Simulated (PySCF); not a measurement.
2,3-dihydro-1,4-oxaselenine (C4H6OSe), SMILES C1C[Se]C=CO1. Atoms are numbered in the order given.

```xyz
12

C      1.2674    -1.3954    -0.1312
C      1.4114    -0.0890     0.1402
Se    -0.0182     1.1682     0.2621
C     -1.4021    -0.2296     0.1682
C     -1.0088    -1.3090    -0.8329
O      0.1268    -2.0635    -0.4390
H      2.1240    -2.0751    -0.1036
H      2.4030     0.3041     0.3678
H     -2.3342     0.2623    -0.1436
H     -1.5440    -0.6633     1.1683
H     -0.8288    -0.8560    -1.8239
H     -1.8216    -2.0450    -0.9312
```
Charge 0, spin multiplicity 1.

Geometry optimised at B3LYP-D3(BJ)/def2-SVP. One conformer was computed; it need not be the lowest.

Computed with M06-2X/def2-TZVP in PySCF.

ESP charges are fitted to the potential on shells at 1.4 to 2.0 van der Waals radii. Atomic charges (e):

```tsv
atom	meta-Löwdin	Mulliken	Löwdin	ESP fit
C1	0.07	-0.04	…	0.05
C2	-0.34	-0.19	-0.43	-0.36
Se3	0.15	-0.01	…	-0.07
C4	-0.30	-0.33	-0.43	-0.26
C5	0.02	-0.10	-0.33	0.02
O6	-0.35	-0.27	0.22	-0.25
H7	0.13	0.14	…	0.12
H8	0.14	0.16	…	0.23
H9	0.13	0.16	0.14	0.16
H10	0.13	0.18	0.14	0.17
H11	0.11	0.16	…	0.11
H12	0.13	0.14	…	0.09
```

Problem. Fill in the missing entries. (An estimate is asked for; the answer gives what the named calculation found.)

Solution. 
- C1, Löwdin: -0.32
- Se3, Löwdin: 0.47
- H7, Löwdin: 0.14
- H8, Löwdin: 0.14
- H11, Löwdin: 0.13
- H12, Löwdin: 0.14

Problem. Give the Mayer and Wiberg (Löwdin basis) orders of the bonds. (An estimate is asked for; the answer gives what the named calculation found.)

Solution. 
```
bond    Mayer  Wiberg
------  -----  ------
C1–C2    1.83    2.08
C2–Se3   1.02    1.43
Se3–C4   1.02    1.33
C4–C5    0.92    1.28
C1–O6    1.07    1.62
C5–O6    0.93    1.42
C1–H7    0.97    0.85
C2–H8    0.94    0.85
C4–H9    0.95    0.87
C4–H10   0.95    0.87
C5–H11   0.98    0.87
C5–H12   0.96    0.87
```
